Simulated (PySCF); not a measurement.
Match the calculated data to a structure.

All candidates are C7H10Cl2.

| technique | computed result |
| --- | --- |
| NMR, other nuclei | isotropic shieldings of nuclei other than C and H, by class: 692 (1 Cl), 823 (1 Cl) ppm [GIAO PBE0/pcSseg-1] |
| Dipole | 2.66 D [PBE0/pcSseg-1] |
| Rotational structure | rotational constants A, B, C: 1.472, 0.843, 0.576 GHz [GFN2-xTB] |
| 13C NMR | chemical shifts (computed TMS as zero) by class: 158.8 (1 C), 133.1 (1 C), 54.3 (1 C), 38.8 (1 C), 34.0 (1 C), 31.3 (1 C), 29.9 (1 C) ppm [GIAO PBE0/pcSseg-1] |
| 1H NMR | chemical shifts (computed TMS as zero) by class: 4.31 (2 H), 2.64 (2 H), 2.57 (2 H), 1.89 (2 H), 1.75 (2 H) ppm [GIAO PBE0/pcSseg-1] |

Electronic properties: PySCF, gas phase, density fitting. Levels stand in brackets. Geometry: GFN2-xTB, one conformer, isolated molecule. Each NMR value is the plain mean over a class of atoms that symmetry, rotation or inversion makes alike.

Problem. Which candidate is it?
A. `ClCC(Cl)=C1CCCC1`
B. `C=CC/C=C(\C)C(Cl)Cl`
C. `ClC=C1CCC(Cl)CC1`

Solution. A. It is `ClCC(Cl)=C1CCCC1`. Numbering: `[Cl:1][CH2:2][C:3]([Cl:4])=[C:5]1[CH2:6][CH2:7][CH2:8][CH2:9]1`. Its formula, C7H10Cl2, gives 2 degrees of unsaturation: 1 ring and 1 π bond in the structure found. 7 carbons fall into 7 classes; from least to most shielded: fully substituted alkene carbon [C5] (158.8 ppm), vinylic C–Cl carbon [C3] (133.1 ppm), sp3 C–Cl carbon [C2] (54.3 ppm), allylic carbon [C6] (38.8 ppm), allylic carbon [C9] (34.0 ppm), ring CH2 carbon [C8] (31.3 ppm), ring CH2 carbon [C7] (29.9 ppm). Hydrogen classes from least to most shielded: 2 H on an sp3 C–Cl carbon, C2 (4.31 ppm), 2 H on an allylic carbon, C9 (2.64 ppm, a mean of values up to 0.7 ppm apart in this geometry), 2 H on an allylic carbon, C6 (2.57 ppm), 2 H on a ring CH2 carbon, C8 (1.89 ppm), 2 H on a ring CH2 carbon, C7 (1.75 ppm). The other shieldings belong to: 692 ppm, vinyl chlorine [Cl4]; 823 ppm, alkyl chlorine [Cl1]. The optimised geometry has point group C1 and is an asymmetric top.

The others, at the same levels:
- `ClC=C1CCC(Cl)CC1` fails: its computed 13C shifts are 149.6 (1 C), 121.5 (1 C), 64.1 (1 C), 40.1 (1 C), 38.6 (1 C), 31.8 (1 C), 26.1 (1 C) ppm, 1H shifts are 5.94 (1 H), 4.41 (1 H), 2.98 (1 H), 2.92 (1 H), 2.60 (1 H), 2.06 (1 H), 2.06 (1 H), 1.96 (1 H), 1.63 (1 H), 1.61 (1 H) ppm and rotational constant A is 2.851 GHz (against 1.472 GHz).
- `C=CC/C=C(\C)C(Cl)Cl` fails: its computed 13C shifts are 143.9 (1 C), 143.6 (1 C), 134.2 (1 C), 123.1 (1 C), 92.3 (1 C), 39.1 (1 C), 12.2 (1 C) ppm, 1H shifts are 6.21 (1 H), 5.83 (1 H), 5.65 (1 H), 5.46 (1 H), 5.33 (1 H), 2.92 (2 H), 2.16 (3 H) ppm and rotational constant A is 2.090 GHz (against 1.472 GHz).

Each candidate is one conformer, not necessarily the lowest. Dipoles, sizes and rotational constants follow the conformer. The torsions of the flexible species, by atom-mapped SMILES:
- `[CH2:1]=[CH:2][CH2:3]/[CH:4]=[C:5](\[CH3:6])[CH:7]([Cl:8])[Cl:9]`: C1–C2–C3–C4 -117°, C2–C3–C4–C5 -104°, C4–C5–C7–Cl8 -117°

The conformers of `ClCC(Cl)=C1CCCC1` and `ClC=C1CCC(Cl)CC1` aren't listed.
